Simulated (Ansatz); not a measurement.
## GaH6NSi: structure from calculated spectroscopic constants

These gas-phase data were calculated for one isomer of GaH6NSi at r2SCAN-D4/def2-SVP (harmonic, unscaled wavenumbers; equilibrium rotational constants with average atomic masses):

```
rotational constants            : 14.62, 2.277, 2.028 GHz
all wavenumbers above 1500 cm⁻¹ : 3659, 3561, 2194, 2103, 1952, 1936, 1550
dipole moment                   : 1.31 D (PBE0/def2-TZVPD)
```

Candidates:

(1) `[NH2][GaH][SiH3]`, a singlet
(2) `N[SiH2][GaH2]`, a singlet

Which structure fits?

Candidate (2). 2 modes lie between 2000 and 2380 cm⁻¹, one for each Si–H bond, while (1) has 3.

The same quantities for all candidates:

```tsv
	rotational constants (GHz)	wavenumbers above 1500 cm⁻¹	dipole (D)	E above the lowest, r2SCAN-D4/def2-SVP (kcal/mol)
(1)	13.12, 2.787, 2.361	3686, 3577, 2203, 2202, 2194, 1975, 1522	1.02	0.0
(2)	14.62, 2.277, 2.028	3659, 3561, 2194, 2103, 1952, 1936, 1550	1.31	8.7
```

Each candidate is one conformer. Programs: Ansatz 0.2.0.
